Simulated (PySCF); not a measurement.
Si(H)(OH)(SiH3)2 (H8OSi3), SMILES O[SiH]([SiH3])[SiH3].

Geometry: PBE0-D3(BJ)/def2-SVP. Other conformers were not sampled.

All values below come from TDDFT-M06-2X/def2-SVPD (PySCF 2.14.0).

Vertical excitations. 

```json
[
 {"state": "S1", "energy (eV)": "5.40", "λ (nm)": "230", "f": "0.003", "main pairs": "HOMO→LUMO 93 %"},
 {"state": "S2", "energy (eV)": "6.28", "λ (nm)": "197", "f": "0.148", "main pairs": "HOMO→LUMO+1 80 %"},
 {"state": "S3", "energy (eV)": "6.69", "λ (nm)": "185", "f": "0.021", "main pairs": "HOMO−1→LUMO 91 %"},
 {"state": "S4", "energy (eV)": "6.78", "λ (nm)": "183", "f": "0.029", "main pairs": "HOMO→LUMO+2 86 %"},
 {"state": "S5", "energy (eV)": "6.98", "λ (nm)": "178", "f": "0.045", "main pairs": "HOMO→LUMO+3 75 %, HOMO→LUMO+5 19 %"},
 {"state": "S6", "energy (eV)": "7.15", "λ (nm)": "173", "f": "0.441", "main pairs": "HOMO→LUMO+4 83 %"},
 {"state": "S7", "energy (eV)": "7.54", "λ (nm)": "165", "f": "0.016", "main pairs": "HOMO−1→LUMO+1 81 %"},
 {"state": "S8", "energy (eV)": "7.57", "λ (nm)": "164", "f": "0.027", "main pairs": "HOMO→LUMO+5 69 %, HOMO→LUMO+3 16 %"},
 {"state": "S9", "energy (eV)": "7.69", "λ (nm)": "161", "f": "0.016", "main pairs": "HOMO→LUMO+7 72 %"},
 {"state": "S10", "energy (eV)": "7.77", "λ (nm)": "160", "f": "0.074", "main pairs": "HOMO→LUMO+8 25 %, HOMO−1→LUMO+3 24 %, HOMO→LUMO+6 21 %, HOMO→LUMO+7 16 %"},
 {"state": "T1", "energy (eV)": "5.02", "λ (nm)": "247", "f": "0", "main pairs": "HOMO→LUMO 89 %"},
 {"state": "T2", "energy (eV)": "5.65", "λ (nm)": "219", "f": "0", "main pairs": "HOMO→LUMO+1 75 %, HOMO→LUMO+2 15 %"},
 {"state": "T3", "energy (eV)": "6.10", "λ (nm)": "203", "f": "0", "main pairs": "HOMO−1→LUMO 68 %, HOMO→LUMO+5 11 %"},
 {"state": "T4", "energy (eV)": "6.37", "λ (nm)": "195", "f": "0", "main pairs": "HOMO→LUMO+2 52 %, HOMO→LUMO+4 31 %"}
]
```
Triplets are in the Tamm–Dancoff approximation, which puts them higher than full response would, so one can lie above its singlet here.
